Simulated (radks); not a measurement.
Effect of the nuclear size on the indium ion In+, [Kr] 4d10 5s2. Calculated with a radial shooting solver on a logarithmic mesh with Libxc functionals: Dirac Kohn-Sham, PBE, spin-unpolarised, spherical densities, finite nucleus; Fermi nuclear charge, rms radius 4.6156 fm. The rms radius is varied about that value; shifts are against it.

rms radius (fm)	total energy shift (eV)	density at nucleus (e/bohr^3)	1s1/2 shift (meV)	2s1/2 shift (meV)	3p1/2 shift (meV)	4s1/2 shift (meV)	4p1/2 shift (meV)	5s1/2 shift (meV)	5p1/2 (empty) shift (meV)
4.0063	-0.898	1.785e+05	-377	-42.8	0.513	-1.53	0.149	-0.114	0.042
4.3664	-0.380	1.762e+05	-160	-18.1	0.217	-0.647	0.063	-0.048	0.018
4.6156	0	1.748e+05	0.000	0.000	0.000	0.000	0.000	0.000	0.000
4.9987	0.620	1.727e+05	260	29.5	-0.354	1.05	-0.103	0.079	-0.029
5.7603	1.98	1.692e+05	830	94.2	-1.13	3.36	-0.327	0.251	-0.092

Slopes of the eigenvalues against <r^2> in GHz/fm^2, as finite differences over the two radii next to the reference (eigenvalue slopes, not the field-shift constants of lines): 1s1/2 17200, 2s1/2 1950, 3p1/2 -23.3, 4s1/2 69.5, 4p1/2 -6.77, 5s1/2 5.19, 5p1/2 (empty) -1.90.
